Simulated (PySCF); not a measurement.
WC at BP86

Level: BP86. basis W x2c-TZVPPall, C x2c-TZVPPall; spin-free X2C with a Gaussian nucleus; PySCF 2.14.

- state: triplet, unpaired electrons σ ↑, δ ↑, a mixture of terms (⟨Lz²⟩ = 7.0)
- bond length: 1.694 Å
- harmonic wavenumber: 1028 cm⁻¹
- force constant: 7.01 mdyn/Å
- rotational constant Be: 0.5217 cm⁻¹
- anharmonicity ωexe: 4.84 cm⁻¹
- vibration–rotation constant αe: 0.00346 cm⁻¹
- bond order (Mayer): 3.39
- dipole moment (positive dipole means W(−)C(+)): -3.85 D

De is left out where the level can put another filling of the metal’s s and d shells below the measured ground configuration, by anything from nothing to about 1 eV. Spin–orbit coupling is left out, which matters for elements this heavy, above all for dissociation energies. The state is the lowest single determinant that the PBE0 search found; with open d or f shells the true ground state can be another one.
